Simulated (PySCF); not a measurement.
**Electric field gradients and quadrupole coupling constants**

Species: C₅H₉FO₂Si.
SMILES with atom numbers: `[CH3:1][CH2:2][O:3][SiH2:4]/[C:5]([F:6])=[CH:7]\[CH:8]=[O:9]` (hydrogens: H10, H11, H12 on C1; H13, H14 on C2; H15, H16 on Si4; H17 on C7; H18 on C8)

Structure used (GFN2-xTB), in Å, numbered top down from 1:
```
atom  x, y, z in Å
C1     2.1489    0.6069    1.3156
C2     1.8788    0.7746   -0.1706
O3     0.6958    0.0946   -0.5067
Si4   -0.1307    0.0417   -1.8865
C5    -1.6306   -1.0495   -1.4650
F6    -1.9545   -1.8481   -2.5056
C7    -2.4118   -1.1334   -0.3841
C8    -2.2168   -0.3129    0.8004
O9    -2.8829   -0.3880    1.8032
H10    2.2211   -0.4493    1.5608
H11    3.0800    1.0994    1.5811
H12    1.3387    1.0408    1.8956
H13    1.7730    1.8348   -0.4265
H14    2.7066    0.3649   -0.7601
H15   -0.5994    1.3619   -2.3201
H16    0.6062   -0.6146   -2.9659
H17   -3.2387   -1.8335   -0.3572
H18   -1.3926    0.4160    0.7134
```

Field gradients from the PBE0/pcSseg-1 density (PySCF, non-relativistic), principal values in atomic units, ordered |Vxx| ≤ |Vyy| ≤ |Vzz|:

| atom | Vxx | Vyy | Vzz |
| --- | --- | --- | --- |
| O3 | -0.5183 | -1.1601 | 1.6784 |
| O9 | 0.5155 | 1.5643 | -2.0798 |

**Question.** Find the asymmetry η = (Vxx − Vyy)/Vzz and the couplings χ = eQV/h (234.96 MHz × Q in barn × V in au), with Q(17O) = −0.0256 b.

**Answer.** 
```json
{"atom": "O3", "environment": "silyl ether oxygen", "nucleus": "17O", "η": "0.38", "χzz (MHz)": "-10.10", "χxx (MHz)": "3.12", "χyy (MHz)": "6.98"}
{"atom": "O9", "environment": "aldehyde oxygen", "nucleus": "17O", "η": "0.50", "χzz (MHz)": "12.51", "χxx (MHz)": "-3.10", "χyy (MHz)": "-9.41"}
```

**Question.** What is Vzz at O9 in SI units (1 au = 9.71736 × 10²¹ V/m²)?

**Answer.** -2.0798 au = -20.210 × 10²¹ V/m².

**Question.** And the gradient at the other heavy atoms, for which no coupling is worked out here?

**Answer.** 
```
atom                 environment  Vzz (au)     η
  C1               methyl carbon     0.078  0.33
  C2  sp3 carbon bound to oxygen     0.445  0.08
 Si4        oxygen-bound silicon    -0.372  0.94
  C5          vinylic C–F carbon    -0.577  0.31
  F6              vinyl fluorine     2.865  0.24
  C7            alkene CH carbon     0.264  0.26
  C8             aldehyde carbon     0.522  0.11
```

**Question.** What couplings would deuterons (Q(2H) = 0.00286 b) have in place of the hydrogens, at this geometry?

**Answer.** 
```json
{"atom": "H10", "bonded to": "C1", "bond length (Å)": "1.087", "Vzz (au)": "0.3144", "η": "0.03", "χzz (kHz)": "211"}
{"atom": "H11", "bonded to": "C1", "bond length (Å)": "1.086", "Vzz (au)": "0.3166", "η": "0.03", "χzz (kHz)": "213"}
{"atom": "H12", "bonded to": "C1", "bond length (Å)": "1.087", "Vzz (au)": "0.3143", "η": "0.03", "χzz (kHz)": "211"}
{"atom": "H13", "bonded to": "C2", "bond length (Å)": "1.096", "Vzz (au)": "0.2880", "η": "0.08", "χzz (kHz)": "194"}
{"atom": "H14", "bonded to": "C2", "bond length (Å)": "1.096", "Vzz (au)": "0.2886", "η": "0.07", "χzz (kHz)": "194"}
{"atom": "H15", "bonded to": "Si4", "bond length (Å)": "1.466", "Vzz (au)": "0.1558", "η": "0.03", "χzz (kHz)": "105"}
{"atom": "H16", "bonded to": "Si4", "bond length (Å)": "1.463", "Vzz (au)": "0.1574", "η": "0.03", "χzz (kHz)": "106"}
{"atom": "H17", "bonded to": "C7", "bond length (Å)": "1.084", "Vzz (au)": "0.3186", "η": "0.05", "χzz (kHz)": "214"}
{"atom": "H18", "bonded to": "C8", "bond length (Å)": "1.104", "Vzz (au)": "0.2705", "η": "0.07", "χzz (kHz)": "182"}
```

Isolated species at its GFN2-xTB geometry (one conformer only). GFN2-xTB frequencies show an imaginary mode (22i cm⁻¹), so this geometry is no minimum at that level. GFN2-xTB bond lengths can be off by several hundredths of an ångström, more for odd bonds, and the gradients follow them. These gradients aren't converged with respect to the basis.
